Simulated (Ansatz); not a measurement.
One change: `BOCCS` becomes `BOC[SiH2]Cl`.

Ansatz, PBE0-D4/def2-TZVP geometries, multiplicity 1. Each molecule was computed in one conformer, which needn't be the lowest.

```csv
property,`BOCCS`
HOMO–LUMO gap (B3LYP/def2-TZVPP) / eV,6.12
HOMO energy (PBE0/def2-TZVPP) / eV,-7.15
LUMO energy (PBE/def2-TZVPP) / eV,-1.53
HOMO energy (B3LYP/def2-TZVPP) / eV,-6.91
HOMO–LUMO gap (PBE/def2-TZVPP) / eV,4.39
LUMO energy (PBE0/def2-TZVPP) / eV,-0.54
```

(1) What does the change do to each property? (An estimate is asked.)

## Answers

(1) The calculation gave: 
| property | `BOC[SiH2]Cl` | shift |
| --- | --- | --- |
| HOMO–LUMO gap (B3LYP/def2-TZVPP) / eV | 7.46 | 1.34 |
| HOMO energy (PBE0/def2-TZVPP) / eV | -8.58 | -1.43 |
| LUMO energy (PBE/def2-TZVPP) / eV | -1.65 | -0.12 |
| HOMO energy (B3LYP/def2-TZVPP) / eV | -8.36 | -1.45 |
| HOMO–LUMO gap (PBE/def2-TZVPP) / eV | 5.63 | 1.24 |
| LUMO energy (PBE0/def2-TZVPP) / eV | -0.66 | -0.12 |

With PBE0 the HOMO falls by 1.43 eV and the LUMO falls by 0.12 eV, so the gap widens by about 1.31 eV. PBE moves the HOMO by -1.38 eV and ωB97M-V by -1.43 eV.

B3LYP here is the variant with VWN-RPA as its local correlation; programs differ in this.
